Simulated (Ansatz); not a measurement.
Geometry optimisation, Ansatz, RKS PBE/def2-SVP.

The input (input.yaml):

```yaml
crystal:
  periodic: [false, false, false]
  atoms:
    - { symbol: Ge, position_ang: [0.365008, 0.325241, -0.279247] }
    - { symbol: Cl, position_ang: [-0.677961, 0.462869, 2.983906] }
    - { symbol: Cl, position_ang: [1.475221, -0.311838, -2.058348] }
    - { symbol: O, position_ang: [-1.136415, 1.159086, -0.758318] }
    - { symbol: H, position_ang: [-1.839046, 0.54984, -1.050977] }
    - { symbol: H, position_ang: [0.191545, -0.928878, 0.595161] }
    - { symbol: "N", position_ang: [1.289011, 1.76182, 0.520318] }
    - { symbol: H, position_ang: [2.30626, 1.635306, 0.485679] }
    - { symbol: Si, position_ang: [0.732308, 3.443207, 0.355788] }
    - { symbol: H, position_ang: [0.586459, 3.91886, -1.064266] }
    - { symbol: H, position_ang: [-0.57214, 3.602438, 1.075147] }
    - { symbol: H, position_ang: [1.794726, 4.267615, 1.031789] }
    - { symbol: H, position_ang: [0.360923, 1.143233, 2.473768] }
basis:
  gaussian: { orbitals: def2-SVP }
hamiltonian:
  xc: pbe
relax:
  f_tol: 0.03
  max_steps: 50
output:
  orbitals: {}
```

Run as:

```bash
$ ansatz run input.yaml --threads 4 --pin off --max-ram 5120MiB --backend cpu --events-out ev --progress --plain --runs-dir out
```

**Question.** Where does it end, and by what steps?

**Answer.** The forces met the threshold. After 10 steps the energy has fallen by 0.162 eV; Cl2 moved furthest, 0.87 Å.

```
step  energy less start (eV)  largest force component (eV/Å)  accepted
   0                  0.0000                           0.691       yes
   1                 -0.0515                           0.858       yes
   2                 -0.1196                           0.355       yes
   3                 -0.1459                           0.170       yes
   4                 -0.1544                           0.098       yes
   5                 -0.1380                           0.454        no
   6                 -0.1586                           0.031       yes
   7                 -0.1603                           0.052       yes
   8                 -0.1612                           0.042       yes
   9                 -0.1616                           0.048       yes
  10                 -0.1621                           0.021       yes
```

```xyz
13
Properties=species:S:1:pos:R:3
Ge 0.282 0.300 -0.345
Cl 0.001 0.843 3.377
Cl 1.560 -0.327 -2.001
O -1.148 1.187 -0.935
H -1.801 0.623 -1.389
H -0.038 -0.948 0.501
N 1.117 1.658 0.603
H 2.138 1.533 0.641
Si 0.625 3.377 0.421
H 0.685 3.856 -1.003
H -0.756 3.544 0.971
H 1.620 4.147 1.242
H 0.590 1.236 2.227
```

Whether the end is a true minimum wasn't checked by a vibrational analysis.

Time of the run: 32 s on 4 threads of Arm Neoverse V1, with other jobs on the host, peak memory 0.24 GiB.
